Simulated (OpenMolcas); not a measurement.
Ta3+ (d2) in a complex was computed by SS-CASPT2, IPEA 0.25 Eh, imaginary shift 0.1 Eh with the d shell active (OpenMolcas, ANO-RCC-VDZP on the metal). Its lowest spin-free states, and all those of the highest spin:

| 2S+1 | Degeneracy | E (cm-1) |
| --- | --- | --- |
| 3 | 3 | 0 |
| 1 | 3 | 7040 |
| 1 | 2 | 7400 |
| 1 | 1 | 16400 |
| 3 | 3 | 17980 |
| 3 | 3 | 23830 |
| 1 | 3 | 25140 |
| 1 | 3 | 27330 |
| 3 | 1 | 37260 |
| 1 | 2 | 43780 |
| 1 | 1 | 51740 |

Q: Is the site octahedral, tetrahedral or cube-like, axial, or of lower symmetry?

A: The states with 2S+1 = 3 have orbital degeneracies 3, 3, 3, 1. Threefold states need a cubic site. For d2 at this spin an octahedron puts the threefold T1 below the threefold T2 and a tetrahedron or cube puts the single A2 below the threefold T2, so the site is octahedral. The run had Ta3+ with 6 ligands (chloride) in octahedral coordination (Oh) at 2.48 Å. A charge of +0.5 e stands 2.4 Å behind each ligand. Ligand basis ANO-RCC-VDZP.

Roots that are degenerate in the reference are averaged as groups; the widest CASPT2 spread within a group is 84 cm-1 (the 3-fold group of multiplicity 1 near 7040 cm-1 above the lowest state of its run). Shifts and gaps below about the spread of the groups concerned are not significant. Over all roots computed the reference weight is 0.67 to 0.68; a low but even weight reflects the number of correlated electrons. An orbital triplet at a regular site is open to Jahn-Teller coupling, which can distort the site and quench the lowest spin-orbit gaps and is left out. The least metal-like active orbital is 74 % on the metal (Löwdin) and no ligand orbital is active, so the numbers are rough. Ligand-to-metal charge-transfer states are missing. With no ligand orbital active B as a rule stays too high, so bands that hang on it stand too high and its fall with covalency is understated. With one d shell and no ligand orbital active, 10Dq can be off by a tenth or more. No measured value stands beside these numbers; the geometry is a model, was not optimised and need not be the one that this ion takes.
